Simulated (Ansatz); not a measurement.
System (SMILES): O=[P] (O-P), doublet.
Atoms: P1, O2. Bonds: P1-O2.

Basis-set convergence of the highest harmonic wavenumber at HF with Ansatz (a quantum-chemistry and plane-wave program). Each level at its own minimum, finite differences of forces, unscaled; the reference is a large set that could be run, not a limit. Cartesian d functions, on some or all atoms, in 6-311G**, 6-311+G**; all else is spherical. The program fits the integrals of some runs and decomposes those of others, by size. Open shells are unrestricted. No added dispersion term, no relativity. Reference: the value in aug-cc-pV(Q+d)Z, 1436 cm⁻¹, itself unsure by roughly 1 cm⁻¹ (its mean distance from def2-QZVPPD, pcseg-3, def2-QZVPP). Deviations are taken from unrounded values.

```
basis            functions  highest harmonic wavenumber (cm⁻¹)
---------------  ---------  ----------------------------------
def2-SVP                32                                1414
def2-SVPD               47                                1391
pcseg-1                 32                                1394
aug-pcseg-1             50                                1383
cc-pV(D+d)Z             37                                1395
aug-cc-pV(D+d)Z         55                                1374
6-311G**                45                                1412
6-311+G**               53                                1406
pcseg-2                 64                                1436
aug-pcseg-2             96                                1431
def2-TZVP               68                                1437
def2-TZVPD              83                                1434
cc-pV(T+d)Z             69                                1442
aug-cc-pV(T+d)Z        101                                1436
def2-TZVPP              73                                1436
def2-TZVPPD             88                                1433
cc-pV(Q+d)Z            119                                1438
aug-cc-pV(Q+d)Z        169                                1436
def2-QZVPP             127                                1438
def2-QZVPPD            142                                1437
```

What the diffuse functions change, pair by pair:
- def2-SVP to def2-SVPD: 15 more functions, deviation -22 to -46 cm⁻¹
- pcseg-1 to aug-pcseg-1: 18 more functions, deviation -42 to -53 cm⁻¹
- cc-pV(D+d)Z to aug-cc-pV(D+d)Z: 18 more functions, deviation -42 to -62 cm⁻¹
- 6-311G** to 6-311+G**: 8 more functions, deviation -24 to -31 cm⁻¹
- pcseg-2 to aug-pcseg-2: 32 more functions, deviation 0 to -5 cm⁻¹
- def2-TZVP to def2-TZVPD: 15 more functions, deviation 0 to -3 cm⁻¹
- cc-pV(T+d)Z to aug-cc-pV(T+d)Z: 32 more functions, deviation 5 to -1 cm⁻¹
- def2-TZVPP to def2-TZVPPD: 15 more functions, deviation 0 to -3 cm⁻¹
- cc-pV(Q+d)Z to aug-cc-pV(Q+d)Z: 50 more functions, deviation 1 to 0 cm⁻¹
- def2-QZVPP to def2-QZVPPD: 15 more functions, deviation 1 to 1 cm⁻¹

Leaving out the reference's own pair, they bring the value nearer the reference by more than 1 cm⁻¹ in 1 of 9 pairs.
